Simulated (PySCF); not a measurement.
C4H5Cl, SMILES CC=C=CCl. Atoms are numbered in the order given.

```xyz
10

C     -2.7642     0.4968     0.1331
C     -1.7145    -0.5454    -0.1459
C     -0.4584    -0.3007    -0.4350
C      0.7902    -0.0485    -0.7283
Cl     2.0530     0.0950     0.4870
H     -2.3522     1.5135     0.0689
H     -3.5985     0.4086    -0.5834
H     -3.1905     0.3535     1.1404
H     -2.0368    -1.5959    -0.1004
H      1.1586     0.0914    -1.7482
```
Charge 0, spin multiplicity 1.

Coordinates come from a B3LYP-D3(BJ)/def2-SVP optimisation.

Level of theory: HF/def2-TZVP (PySCF).

ESP charges are fitted to the potential on shells at 1.4 to 2.0 van der Waals radii. Atomic charges (e):

```json
[
 {"atom": "C1", "Löwdin": "-0.26", "ESP fit": "-0.37", "Mulliken": "-0.27"},
 {"atom": "C2", "Löwdin": "-0.16", "ESP fit": "0.06", "Mulliken": "-0.12"},
 {"atom": "C3", "Löwdin": "-0.10", "ESP fit": "-0.13", "Mulliken": "-0.04"},
 {"atom": "C4", "Löwdin": "-0.44", "ESP fit": "-0.18", "Mulliken": "-0.13"},
 {"atom": "Cl5", "Löwdin": "0.31", "ESP fit": "___", "Mulliken": "-0.12"},
 {"atom": "H6", "Löwdin": "0.12", "ESP fit": "___", "Mulliken": "0.13"},
 {"atom": "H7", "Löwdin": "0.12", "ESP fit": "___", "Mulliken": "0.12"},
 {"atom": "H8", "Löwdin": "0.12", "ESP fit": "___", "Mulliken": "0.12"},
 {"atom": "H9", "Löwdin": "0.15", "ESP fit": "___", "Mulliken": "0.14"},
 {"atom": "H10", "Löwdin": "0.13", "ESP fit": "___", "Mulliken": "0.17"}
]
```

Problem. Fill in the missing entries. (An estimate is asked for; the answer gives what the named calculation found.)

Solution. 
- Cl5, ESP fit: -0.09
- H6, ESP fit: 0.16
- H7, ESP fit: 0.11
- H8, ESP fit: 0.12
- H9, ESP fit: 0.12
- H10, ESP fit: 0.20

Computed Mayer and Wiberg (Löwdin basis) orders of the bonds:
| bond | Mayer | Wiberg |
|---|---|---|
| C1–C2 | 0.93 | 1.27 |
| C2–C3 | 1.96 | 2.03 |
| C3–C4 | 1.91 | 2.13 |
| C4–Cl5 | 1.08 | 1.62 |
| C1–H6 | 0.99 | 0.90 |
| C1–H7 | 0.98 | 0.90 |
| C1–H8 | 0.97 | 0.90 |
| C2–H9 | 0.94 | 0.82 |
| C4–H10 | 0.95 | 0.87 |
